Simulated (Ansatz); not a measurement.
A nudged elastic band was laid between two geometries of CH₂BBrO (6 atoms, charge 0, multiplicity 1).

Method: RKS B3LYP-D4/def2-SVP (Ansatz 0.2.0).

```json
{"movable images": "5", "climbing image": "yes", "spring": "5.0 eV/Å²", "optimiser": "quadratic models (default)", "start path": "IDPP", "force threshold": "0.05 eV/Å", "iteration limit": "60", "end points": "relaxed"}
```

Image 0:

```xyz
6
Properties=species:S:1:pos:R:3
O 1.051 -1.396 0.315
C 0.764 -0.356 -0.246
B -0.499 0.403 0.329
Br -2.089 0.407 -0.720
H 1.337 -0.012 -1.150
H -0.521 0.890 1.425
```

Image 6:

```xyz
6
Properties=species:S:1:pos:R:3
O 1.341 -1.196 0.563
C 0.682 -0.523 -0.203
B -0.535 0.369 0.330
Br -1.527 1.399 -0.924
H 0.920 -0.519 -1.302
H -0.839 0.406 1.489
```

(1) Which bonds break or form, and what moves?

(2) What energy profile does the band end with?

Results:

(1) No bond is made or broken. The dihedral O1–C2–B3–Br4 goes from -108 to -180°.

(2) The run converged. The highest image is number 6 of 0 to 6, 1.7 kJ/mol above the first end and 0.0 kJ/mol above the last; the last end lies 1.7 kJ/mol above the first. The highest image is an end point: on this band no image between the ends rises above it.

| image | path coordinate (Å) | energy (kJ/mol) | dihedral O1–C2–B3–Br4 (°) |
| --- | --- | --- | --- |
| 0 | 0.00 | 0.0 | -108 |
| 1 | 0.23 | 0.2 | -120 |
| 2 | 0.46 | 0.6 | -131 |
| 3 | 0.70 | 1.1 | -143 |
| 4 | 0.93 | 1.5 | -156 |
| 5 | 1.16 | 1.7 | -168 |
| 6 | 1.38 | 1.7 | -180 |

Time of the run: 2 min on 1 thread of Arm Neoverse V1, on a shared host, peak memory 0.17 GiB.
